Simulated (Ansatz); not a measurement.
One change: `C[Si](C)([SiH3])Cl` becomes `C[Si](O)([SiH3])Cl`.

Ansatz, PBE0-D4/def2-TZVP geometries, multiplicity 1. Each molecule was computed in one conformer, which needn't be the lowest.

```csv
property,`C[Si](C)([SiH3])Cl`
LUMO energy (PBE/def2-TZVPP) / eV,-0.76
size of the dipole moment (ωB97M-V/def2-TZVPP) / D,2.00
HOMO–LUMO gap (PBE/def2-TZVPP) / eV,5.82
HOMO–LUMO gap (ωB97M-V/def2-TZVPP) / eV,11.68
HOMO–LUMO gap (PBE0/def2-TZVPP) / eV,7.85
HOMO energy (ωB97M-V/def2-TZVPP) / eV,-9.79
```

Problem. Give the same properties after the change, and the shifts. (Best estimate.)

Solution. Computed: 
```
                                          property  `C[Si](O)([SiH3])Cl`  shift
                 LUMO energy (PBE/def2-TZVPP) / eV                 -0.83  -0.07
size of the dipole moment (ωB97M-V/def2-TZVPP) / D                  1.92  -0.08
               HOMO–LUMO gap (PBE/def2-TZVPP) / eV                  5.90   0.08
           HOMO–LUMO gap (ωB97M-V/def2-TZVPP) / eV                 11.76   0.08
              HOMO–LUMO gap (PBE0/def2-TZVPP) / eV                  7.97   0.12
             HOMO energy (ωB97M-V/def2-TZVPP) / eV                 -9.98  -0.19
```

With PBE0 the HOMO falls by 0.18 eV and the LUMO falls by 0.05 eV, so the gap widens by about 0.13 eV. PBE moves the HOMO by -0.14 eV and ωB97M-V by -0.19 eV. Dipoles are sizes alone; their direction can turn.
